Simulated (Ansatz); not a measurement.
# Reading a saddle point

A first-order saddle point of SiNH3Cl4, closed shell, PBE0-D4/def2-TZVP, with one imaginary mode of 213i cm⁻¹:

```tsv
atom	x (Å)	y (Å)	z (Å)
Si1	-0.7098	-0.4555	-0.1564
Cl2	1.3869	0.2038	-2.0003
Cl3	-0.1745	-2.3475	-0.5640
Cl4	-1.9000	-0.6404	1.5248
Cl5	-1.8611	0.5799	-1.4354
H6	1.2690	0.6420	-0.2968
N7	0.6242	0.5398	0.6064
H8	0.2829	1.4331	0.9538
H9	1.0824	0.0445	1.3680
```

Program: Ansatz 0.2.0. Basis: def2-TZVPP and def2-QZVPP. Cores are frozen in the correlated methods. Extrapolation: Hartree–Fock as exp(−7.88 √X), correlation as X^−2.97.

**Question.** Which contacts change along the imaginary mode, and what lies on either side? (A judgement: the text doesn't fix the answer.)

**Answer.** Computed: The step is SiCl₄ ([Cl][Si]([Cl])([Cl])[Cl]) + NH₃ → SiNH₂Cl₃ ([NH2][Si]([Cl])([Cl])[Cl]) + HCl, with the molecules in contact on both sides. Shortening one way: Si1–N7, Cl2–H6; lengthening the same way: Si1–Cl2, H6–N7.
| pair | one side (Å) | saddle (Å) | other side (Å) |
| --- | --- | --- | --- |
| Si1–N7 | 2.07 | 1.83 | 1.71 |
| Cl2–H6 | 2.84 | 1.76 | 1.31 |
| Si1–Cl2 | 2.08 | 2.87 | 4.12 |
| H6–N7 | 1.02 | 1.11 | 1.92 |

**Question.** Which side is lower, and how far does the saddle lie above each? (Judge from chemistry; the value comes from the calculation.)

**Answer.** By the calculation: The side with Si1–Cl2, H6–N7 short is lower by 21.5 kJ/mol; the saddle lies 92.5 kJ/mol above it and 71.1 kJ/mol above the other (CCSD(T) at an estimated basis limit (MP2 extrapolated from triple and quadruple zeta, plus CCSD(T) − MP2 in triple zeta); electronic energies).

T1 diagnostic: at most 0.010.

The step is the kind of exchange with an N–H group that builds nitride films in atomic layer and chemical vapour deposition.

Labels in which every atom is bracketed show which atoms are joined, not bond orders.

For scale, one of the runs: CCSD(T)/def2-TZVPP, 283 basis functions, launched by `ansatz run in.yaml --threads 8 --pin off --events-out ev --progress --plain --max-ram 19148MiB`. Hardware: 8 CPU threads of an Intel Xeon, shared host. Wall time 3.9 min; peak host memory 7.5 GiB.
